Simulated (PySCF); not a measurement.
# P²⁺ (phosphorus, charge +2) across methods

[Ne] 3s1 3p1 3d1, one real determinant (an excited configuration). All numbers are calculated (PySCF 2.14, scalar relativity by spin-free X2C-1e, in aug-cc-pVDZ-DK (5s4p2d, 27 functions)).

| method | E (hartree) | mean ε 3s α (eV) | mean ε 3p α (eV) | mean ε 3d α (eV) | Σ⟨r²⟩ (bohr²) | ⟨S²⟩ |
| --- | --- | --- | --- | --- | --- | --- |
| PBE0 | -340.0652 | -39.678 | -29.548 | -14.751 | 18.50 | 3.750 |
| TPSS | -340.2209 | -38.035 | -28.148 | -14.095 | 18.31 | 3.750 |
| UHF | -339.69299 | -44.417 | -33.642 | -16.052 | 19.22 | 3.750 |
| r2SCAN | -340.1730 | -38.419 | -28.438 | -14.120 | 18.41 | 3.750 |
| LDA | -338.9010 | -38.025 | -28.007 | -13.945 | 18.48 | 3.750 |
| LC-wPBE | -340.0707 | -42.822 | -32.569 | -16.902 | 18.27 | 3.750 |

(1) Estimate the same row for PBE.

⟨L²⟩ = 8.00 against 12 for a pure F term, so this real determinant mixes terms. The outer electron is Rydberg-like, and this basis confines it to a smaller radius and binds it less than a complete one would.

## Answers

(1) E (hartree) = -340.0450; mean ε 3s α (eV) = -37.930; mean ε 3p α (eV) = -28.054; mean ε 3d α (eV) = -14.163; Σ⟨r²⟩ (bohr²) = 18.34; ⟨S²⟩ = 3.750.
